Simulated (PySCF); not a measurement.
Isomers of [C5H5O2]-.

All values: PBE0/pcSseg-1 (PySCF) at GFN2-xTB geometries, gas phase, one conformer each.

Question: Rank by HOMO–LUMO gap, highest first.
A. `[O:1]=[C:2]([O-:3])[CH:4]=[C:5]1[CH2:6][CH2:7]1` (charge -1) with O1–C2–C4–C5 0°
B. `[CH2:1]=[CH:2][C:3](=[CH2:4])[C:5](=[O:6])[O-:7]` (charge -1) with C1–C2–C3–C4 180°, C2–C3–C5–O6 0°
C. `[CH2:1]=[C:2]1[CH2:3][C@H:4]1[C:5](=[O:6])[O-:7]` (charge -1) with C3–C4–C5–O6 -174°
D. `[O-]C(=O)C#CCC`

Answer: D (5.64 eV), C (5.49 eV), A (5.13 eV), B (4.64 eV).

Question: Rank by LUMO energy, lowest first.
A. `[O:1]=[C:2]([O-:3])[CH:4]=[C:5]1[CH2:6][CH2:7]1` (charge -1) with O1–C2–C4–C5 0°
B. `[CH2:1]=[CH:2][C:3](=[CH2:4])[C:5](=[O:6])[O-:7]` (charge -1) with C1–C2–C3–C4 180°, C2–C3–C5–O6 0°
C. `CCC#CC(=O)[O-]`

Answer: B (3.32 eV), A (4.06 eV), C (4.33 eV).

All values together:

```json
{"SMILES": "C=CC(=C)C(=O)[O-]", "HOMO (eV)": "-1.33", "LUMO (eV)": "3.32", "lowest IAO charge (e)": "-0.651 (O)", "highest IAO charge (e)": "+0.500 (C)", "lowest Hirshfeld charge (e)": "-0.419 (O)", "highest Hirshfeld charge (e)": "+0.107 (C)"}
{"SMILES": "C=C1C[C@H]1C(=O)[O-]", "HOMO (eV)": "-1.33", "LUMO (eV)": "4.16", "lowest IAO charge (e)": "-0.647 (O)", "highest IAO charge (e)": "+0.518 (C)", "lowest Hirshfeld charge (e)": "-0.436 (O)", "highest Hirshfeld charge (e)": "+0.113 (C)"}
{"SMILES": "O=C([O-])C=C1CC1", "HOMO (eV)": "-1.06", "LUMO (eV)": "4.06", "lowest IAO charge (e)": "-0.662 (O)", "highest IAO charge (e)": "+0.503 (C)", "lowest Hirshfeld charge (e)": "-0.448 (O)", "highest Hirshfeld charge (e)": "+0.090 (C)"}
{"SMILES": "CCC#CC(=O)[O-]", "HOMO (eV)": "-1.31", "LUMO (eV)": "4.33", "lowest IAO charge (e)": "-0.631 (O)", "highest IAO charge (e)": "+0.507 (C)", "lowest Hirshfeld charge (e)": "-0.434 (O)", "highest Hirshfeld charge (e)": "+0.100 (C)"}
```

Conformers: `[CH2:1]=[CH:2][C:3](=[CH2:4])[C:5](=[O:6])[O-:7]` (charge -1) with C1–C2–C3–C4 180°, C2–C3–C5–O6 0°; `[CH2:1]=[C:2]1[CH2:3][C@H:4]1[C:5](=[O:6])[O-:7]` (charge -1) with C3–C4–C5–O6 -174°; `[O:1]=[C:2]([O-:3])[CH:4]=[C:5]1[CH2:6][CH2:7]1` (charge -1) with O1–C2–C4–C5 0°.
